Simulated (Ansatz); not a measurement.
Ansatz (a first-principles code) input (B3LYP-D3(BJ)/def2-TZVP):

Ansatz 0.2 input:
```yaml
crystal:
  periodic: [false, false, false]
  atoms:
    - {symbol: C, position_ang: [-0.37708342, 1.08626761, 0.16283026]}
    - {symbol: C, position_ang: [-1.12385045, -0.28975267, 0.04106663]}
    - {symbol: C, position_ang: [0.33463378, -0.17758331, -0.04545889]}
    - {symbol: O, position_ang: [1.38188572, -0.73333852, -0.18772459]}
    - {symbol: H, position_ang: [-0.34007347, 1.55204714, 1.14085017]}
    - {symbol: H, position_ang: [-0.46474761, 1.77957040, -0.66571637]}
    - {symbol: H, position_ang: [-1.68856913, -0.47548796, -0.86526580]}
    - {symbol: H, position_ang: [-1.56389500, -0.70301121, 0.94130074]}
basis:
  gaussian:
    orbitals: def2-TZVP
hamiltonian:
  xc: b3lyp
  dispersion: d3bj
phonons: {temperatures: {t_min: 298.15, t_max: 298.15, t_step: 100}}
```

Output:

```
Functional definition: B3LYP
integrals: 0.05 GiB planned
867 factors; their error is unknown
mean field: 0.54 GiB planned
mean field evaluation 1: about -5216.2368 eV, gradient 5.9e1 eV
mean field evaluation 2: about -5212.6889 eV, gradient 7.2e1 eV
mean field evaluation 4: about -5223.4993 eV, gradient 5.5e0 eV
mean field evaluation 8: about -5223.5569 eV, gradient 4.7e-2 eV
mean field evaluation 16: about -5223.5448 eV, gradient 1.1e-5 eV
mean field -5223.54481682 eV, -191.9617313724 hartree, gradient 1.1e-5 eV, S^2 0.000000; 0 other end points of the search recorded, 0 dependent functions left out
the calculation of the forces begins
reference -5223.54503777 eV, -191.9617394922 hartree; 15, 15 occupied and 133, 133 virtual orbitals, 867 factors
these checks for a lower state are left out or cut short: stability, starts, cluster_reference, orbital_swaps, neighbouring_geometries, increment
integrals: 0.05 GiB planned
867 factors; their error is unknown
mean field: 0.54 GiB planned
mean field -5223.54465919 eV, -191.9617255794 hartree, gradient 2.7e-6 eV, S^2 0.000000; 0 other end points of the search recorded, 0 dependent functions left out
the calculation of the forces begins
reference -5223.54488009 eV, -191.9617336974 hartree; 15, 15 occupied and 133, 133 virtual orbitals, 867 factors
these checks for a lower state are left out or cut short: stability, starts, cluster_reference, orbital_swaps, neighbouring_geometries, increment
integrals: 0.05 GiB planned
867 factors; their error is unknown
mean field: 0.54 GiB planned
mean field evaluation 32: about -5223.5446 eV, gradient 1.9e-6 eV
mean field -5223.54463068 eV, -191.9617245317 hartree, gradient 2.6e-6 eV, S^2 0.000000; 0 other end points of the search recorded, 0 dependent functions left out
the calculation of the forces begins
reference -5223.54485168 eV, -191.9617326534 hartree; 15, 15 occupied and 133, 133 virtual orbitals, 867 factors
these checks for a lower state are left out or cut short: stability, starts, cluster_reference, orbital_swaps, neighbouring_geometries, increment
integrals: 0.05 GiB planned
867 factors; their error is unknown
mean field: 0.54 GiB planned
mean field -5223.54469247 eV, -191.9617268025 hartree, gradient 2.6e-6 eV, S^2 0.000000; 0 other end points of the search recorded, 0 dependent functions left out
the calculation of the forces begins
reference -5223.54491341 eV, -191.9617349218 hartree; 15, 15 occupied and 133, 133 virtual orbitals, 867 factors
these checks for a lower state are left out or cut short: stability, starts, cluster_reference, orbital_swaps, neighbouring_geometries, increment
integrals: 0.05 GiB planned
867 factors; their error is unknown
mean field: 0.54 GiB planned
mean field -5223.54469589 eV, -191.9617269283 hartree, gradient 2.7e-6 eV, S^2 0.000000; 0 other end points of the search recorded, 0 dependent functions left out
the calculation of the forces begins
reference -5223.54491686 eV, -191.9617350486 hartree; 15, 15 occupied and 133, 133 virtual orbitals, 867 factors
these checks for a lower state are left out or cut short: stability, starts, cluster_reference, orbital_swaps, neighbouring_geometries, increment
integrals: 0.05 GiB planned
867 factors; their error is unknown
mean field: 0.54 GiB planned
mean field -5223.54465638 eV, -191.9617254764 hartree, gradient 2.7e-6 eV, S^2 0.000000; 0 other end points of the search recorded, 0 dependent functions left out
the calculation of the forces begins
reference -5223.54487738 eV, -191.9617335979 hartree; 15, 15 occupied and 133, 133 virtual orbitals, 867 factors
these checks for a lower state are left out or cut short: stability, starts, cluster_reference, orbital_swaps, neighbouring_geometries, increment
integrals: 0.05 GiB planned
867 factors; their error is unknown
mean field: 0.54 GiB planned
mean field -5223.54464405 eV, -191.9617250230 hartree, gradient 2.6e-6 eV, S^2 0.000000; 0 other end points of the search recorded, 0 dependent functions left out
the calculation of the forces begins
reference -5223.54486495 eV, -191.9617331411 hartree; 15, 15 occupied and 133, 133 virtual orbitals, 867 factors
these checks for a lower state are left out or cut short: stability, starts, cluster_reference, orbital_swaps, neighbouring_geometries, increment
integrals: 0.05 GiB planned
867 factors; their error is unknown
mean field: 0.54 GiB planned
mean field evaluation 64: about -5223.5564 eV, gradient 4.4e-4 eV
mean field -5223.54474923 eV, -191.9617288883 hartree, gradient 2.7e-6 eV, S^2 0.000000; 0 other end points of the search recorded, 0 dependent functions left out
the calculation of the forces begins
reference -5223.54497017 eV, -191.9617370076 hartree; 15, 15 occupied and 133, 133 virtual orbitals, 867 factors
these checks for a lower state are left out or cut short: stability, starts, cluster_reference, orbital_swaps, neighbouring_geometries, increment
integrals: 0.05 GiB planned
867 factors; their error is unknown
mean field: 0.54 GiB planned
mean field -5223.54469099 eV, -191.9617267482 hartree, gradient 2.6e-6 eV, S^2 0.000000; 0 other end points of the search recorded, 0 dependent functions left out
the calculation of the forces begins
reference -5223.54491195 eV, -191.9617348684 hartree; 15, 15 occupied and 133, 133 virtual orbitals, 867 factors
these checks for a lower state are left out or cut short: stability, starts, cluster_reference, orbital_swaps, neighbouring_geometries, increment
integrals: 0.05 GiB planned
867 factors; their error is unknown
mean field: 0.54 GiB planned
mean field -5223.54480674 eV, -191.9617310019 hartree, gradient 2.7e-6 eV, S^2 0.000000; 0 other end points of the search recorded, 0 dependent functions left out
the calculation of the forces begins
reference -5223.54502770 eV, -191.9617391219 hartree; 15, 15 occupied and 133, 133 virtual orbitals, 867 factors
these checks for a lower state are left out or cut short: stability, starts, cluster_reference, orbital_swaps, neighbouring_geometries, increment
integrals: 0.05 GiB planned
867 factors; their error is unknown
mean field: 0.54 GiB planned
mean field -5223.54480804 eV, -191.9617310497 hartree, gradient 2.7e-6 eV, S^2 0.000000; 0 other end points of the search recorded, 0 dependent functions left out
the calculation of the forces begins
reference -5223.54502899 eV, -191.9617391693 hartree; 15, 15 occupied and 133, 133 virtual orbitals, 867 factors
these checks for a lower state are left out or cut short: stability, starts, cluster_reference, orbital_swaps, neighbouring_geometries, increment
integrals: 0.05 GiB planned
867 factors; their error is unknown
mean field: 0.54 GiB planned
mean field evaluation 96: about -5223.5448 eV, gradient 2.0e-6 eV
mean field -5223.54480541 eV, -191.9617309530 hartree, gradient 2.7e-6 eV, S^2 0.000000; 0 other end points of the search recorded, 0 dependent functions left out
the calculation of the forces begins
reference -5223.54502640 eV, -191.9617390741 hartree; 15, 15 occupied and 133, 133 virtual orbitals, 867 factors
these checks for a lower state are left out or cut short: stability, starts, cluster_reference, orbital_swaps, neighbouring_geometries, increment
integrals: 0.05 GiB planned
867 factors; their error is unknown
mean field: 0.54 GiB planned
mean field -5223.54476707 eV, -191.9617295439 hartree, gradient 2.7e-6 eV, S^2 0.000000; 0 other end points of the search recorded, 0 dependent functions left out
the calculation of the forces begins
reference -5223.54498798 eV, -191.9617376624 hartree; 15, 15 occupied and 133, 133 virtual orbitals, 867 factors
these checks for a lower state are left out or cut short: stability, starts, cluster_reference, orbital_swaps, neighbouring_geometries, increment
integrals: 0.05 GiB planned
867 factors; their error is unknown
mean field: 0.54 GiB planned
mean field -5223.54473774 eV, -191.9617284660 hartree, gradient 2.7e-6 eV, S^2 0.000000; 0 other end points of the search recorded, 0 dependent functions left out
the calculation of the forces begins
reference -5223.54495874 eV, -191.9617365876 hartree; 15, 15 occupied and 133, 133 virtual orbitals, 867 factors
these checks for a lower state are left out or cut short: stability, starts, cluster_reference, orbital_swaps, neighbouring_geometries, increment
integrals: 0.05 GiB planned
867 factors; their error is unknown
mean field: 0.54 GiB planned
mean field -5223.54471558 eV, -191.9617276518 hartree, gradient 2.7e-6 eV, S^2 0.000000; 0 other end points of the search recorded, 0 dependent functions left out
the calculation of the forces begins
reference -5223.54493648 eV, -191.9617357698 hartree; 15, 15 occupied and 133, 133 virtual orbitals, 867 factors
Total energy: -5223.75405829 eV, -191.9694208544 hartree
Atom 0 at    -0.377083     1.086268     0.162830 Å, force     0.000046     0.000283     0.000032 eV/Å
Atom 1 at    -1.123850    -0.289753     0.041067 Å, force    -0.000213    -0.000194    -0.000010 eV/Å
Atom 2 at     0.334634    -0.177583    -0.045459 Å, force    -0.000094     0.000050     0.000013 eV/Å
Atom 3 at     1.381886    -0.733339    -0.187725 Å, force     0.000199    -0.000105    -0.000027 eV/Å
Atom 4 at    -0.340073     1.552047     1.140850 Å, force    -0.000029    -0.000042    -0.000196 eV/Å
Atom 5 at    -0.464748     1.779570    -0.665716 Å, force    -0.000003    -0.000090     0.000182 eV/Å
Atom 6 at    -1.688569    -0.475488    -0.865266 Å, force     0.000060     0.000026     0.000192 eV/Å
Atom 7 at    -1.563895    -0.703011     0.941301 Å, force     0.000034     0.000073    -0.000186 eV/Å
Dipole moment:    -0.537590     0.285288     0.073030 e Å
Vibrations: 309.54 506.76 641.26 705.21 720.33 954.09 1011.06 1054.32 1066.07 1106.20 1163.68 1419.05 1435.02 1928.80 3115.46 3115.56 3191.41 3204.52 cm⁻¹, zero-point energy 1.651986 eV
```
